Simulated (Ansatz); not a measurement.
Nb4N4: single points at one geometry.

```yaml
crystal:
  periodic: [false, false, false]
  atoms:
    - {symbol: Nb, position_ang: [-2.115834, 0.207847, 0.089227]}
    - {symbol: Nb, position_ang: [0.142519, 1.204539, 1.074208]}
    - {symbol: Nb, position_ang: [0.256788, 0.803578, -1.458745]}
    - {symbol: Nb, position_ang: [2.015424, -0.553176, 0.396628]}
    - {symbol: N, position_ang: [-0.885668, -0.575729, 1.431985]}
    - {symbol: N, position_ang: [1.745845, -0.439995, -1.407442]}
    - {symbol: N, position_ang: [0.407644, -0.814671, 1.527365]}
    - {symbol: N, position_ang: [-1.566710, 0.167596, -1.653227]}
basis:
  gaussian: {orbitals: def2-TZVP, initial_orbitals: start.molden}
magnetization: {spin_polarized: true, initial_magnetization: 4}
hamiltonian: {xc: pbe0, dispersion: d4}
scf: {omitted_lower_state_checks: [starts]}
output: {orbitals: {seedname: orbitals}}
```

The file start.molden holds the orbitals of an earlier run on this structure, at another level or in another basis.

```sh
$ ansatz run in.yaml --threads 4 --pin off --events-out ev --progress --plain --max-ram 4787MiB
```

It prints (some lines left out):

```
Functional definition: PBE0
2104 factors; their error is unknown
mean field evaluation 1: about -12153.1966 eV, gradient 9.7e1 eV
mean field evaluation 2: about -12156.5981 eV, gradient 3.7e0 eV
mean field evaluation 4: about -12156.7887 eV, gradient 9.7e-2 eV
mean field evaluation 8: about -12156.8804 eV, gradient 1.8e-5 eV
mean field -12156.88037354 eV, -446.7571134980 hartree, gradient 2.8e-5 eV, S^2 6.043345; 0 other end points of the search recorded, 0 dependent functions left out
reference -12156.88041949 eV, -446.7571151866 hartree; 42, 38 occupied and 242, 246 virtual orbitals, 2104 factors
Total energy: -12157.26570696 eV, -446.7712742401 hartree
Checks for a lower state left out: starts
```

It took 34 s on 4 threads of Arm Neoverse V2 on a shared host, peak host memory 1.4 GiB.

As the first input, with `hamiltonian: {xc: r2scan, dispersion: d4}` (abridged; 36 s):

```
Functional definition: r2SCAN
mean field -12166.15477516 eV, -447.0979414712 hartree, gradient 2.2e-5 eV, S^2 6.035747
Total energy: -12166.25150590 eV, -447.1014962603 hartree
Checks for a lower state left out: starts
```

First input, but with `hamiltonian: {xc: {name: B2PLYP}}` and without the key `output` (abridged; 44 s):

```
Functional definition: B2PLYP
mean field -12126.70266793 eV, -445.6481032721 hartree, gradient 6.3e-6 eV, S^2 6.144466
4 core orbitals not correlated: weight in the atoms' cores, before any rotation towards them, 1.000 or more for the frozen orbitals, at most 0.000 for the correlated occupied ones
second order -89.17096564 eV of doubles, -0.00000000 eV of singles
Total energy: -12150.77899099 eV, -446.5328918251 hartree
Checks for a lower state left out: starts
```

The first input with `gaussian: {orbitals: STO-3G}`, `hamiltonian: {xc: hf}` (abridged; 24 s):

```
Functional definition: HF
mean field evaluation 16: about -410323.9043 eV, gradient 4.3e-1 eV
mean field -410324.18994056 eV, -15079.1358525905 hartree, gradient 8.9e-6 eV, S^2 7.580563
Total energy: -410324.18994056 eV, -15079.1358525905 hartree
Checks for a lower state left out: starts
```

The first input with `gaussian: {orbitals: def2-SVP, initial_orbitals: start.molden}`, `hamiltonian: {xc: {text: "exchange = 0.60*pbe_x + 0.40*exact_x\ncorrelation = pbe_c"}}` (abridged; 20 s):

```
Functional definition: unnamed
mean field -12145.13165732 eV, -446.3253561405 hartree, gradient 1.8e-5 eV, S^2 6.070139
Total energy: -12145.13168743 eV, -446.3253572471 hartree
Checks for a lower state left out: starts
```

As the first input, with `correlation: {method: mp2}` and without the key `hamiltonian` (abridged; 30 s):

```
Functional definition: HF
mean field evaluation 16: about -12062.5273 eV, gradient 2.8e-6 eV
mean field -12062.52729566 eV, -443.2897018409 hartree, gradient 2.8e-6 eV, S^2 7.912806
4 core orbitals not correlated: weight in the atoms' cores, before any rotation towards them, 1.000 or more for the frozen orbitals, at most 0.000 for the correlated occupied ones
second order -64.82829163 eV of doubles, -0.00000000 eV of singles
Total energy: -12127.35558729 eV, -445.6720976159 hartree
Checks for a lower state left out: starts
```

As the first input, with `gaussian: {orbitals: def2-SVP, initial_orbitals: start.molden}`, `hamiltonian: {xc: {text: "exchange = 0.85*pbe_x + 0.15*exact_x\ncorrelation = pbe_c"}}` (abridged; 13 s):

```
Functional definition: unnamed
mean field -12150.55868692 eV, -446.5247957998 hartree, gradient 2.5e-5 eV, S^2 6.029612
Total energy: -12150.55872862 eV, -446.5247973323 hartree
Checks for a lower state left out: starts
```

Geometry: r2SCAN-D4/def2-SVP.

In the def2 sets Nb takes a core potential, while STO-3G treats all electrons; there is no spin–orbit coupling. Correlated methods freeze 4 core orbitals; core or outer-core shells of Nb are correlated, in sets that lack core-valence functions. At B2PLYP/def2-TZVP, HF/STO-3G, MP2/def2-TZVP the charge 0 quintet is spin-contaminated (final ⟨S²⟩ up to 7.91, 6.00 for a pure state). At PBE0-D4/def2-TZVP a triplet of charge 0 lies 0.66 eV below the quintet, each at its own geometry. The structure comes from a short search, and lower isomers may exist.
